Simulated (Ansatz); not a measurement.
Ansatz (a first-principles code) input (PBE/LANL2DZ): The .json file is the Basis Set Exchange's LANL2DZ.

Ansatz 0.2 input:
```yaml
crystal:
  periodic: [false, false, false]
  atoms:
    - {symbol: Bi, position_ang: [0.11208710, -0.62633752, 0.77367491]}
    - {symbol: I, position_ang: [2.05489889, 0.86234499, -0.61513851]}
    - {symbol: I, position_ang: [-2.23043152, 0.11852320, -0.59646559]}
basis:
  gaussian:
    orbitals: LANL2DZ.json
hamiltonian:
  xc: {name: PBE}
magnetization: {spin_polarized: true, initial_magnetization: 1}
output: {forces: true}
```

Output:

```
WARN ansatz: RAYON_NUM_THREADS=1 ignored (pool sized by the plan → 1); use --threads N
Functional definition: PBE
integrals: 0.01 GiB planned
366 factors; integrals over basis functions are off by at most 2.1e-4 eV
mean field: 0.09 GiB planned
mean field evaluation 1: about -769.5278 eV, gradient 7.8e0 eV
mean field evaluation 2: about -764.5206 eV, gradient 2.2e1 eV
mean field evaluation 4: about -770.3006 eV, gradient 1.3e-1 eV
mean field evaluation 8: about -770.2886 eV, gradient 2.9e-3 eV
mean field evaluation 16: about -768.5649 eV, gradient 1.1e0 eV
mean field -770.28857671 eV, -28.3075830738 hartree, gradient 3.6e-6 eV, S^2 0.751777; 0 other end points of the search recorded, 0 dependent functions left out
the calculation of the forces begins
reference -770.28860673 eV, -28.3075841768 hartree; 10, 9 occupied and 14, 15 virtual orbitals, 366 factors
Total energy: -770.28860673 eV, -28.3075841768 hartree
Atom 0 at     0.112087    -0.626338     0.773675 Å, force     0.063772    -0.356357     0.440185 eV/Å
Atom 1 at     2.054899     0.862345    -0.615139 Å, force     0.391997     0.251754    -0.221940 eV/Å
Atom 2 at    -2.230432     0.118523    -0.596466 Å, force    -0.455769     0.104603    -0.218246 eV/Å
Dipole moment:     0.070021    -0.391273     0.483314 e Å
```
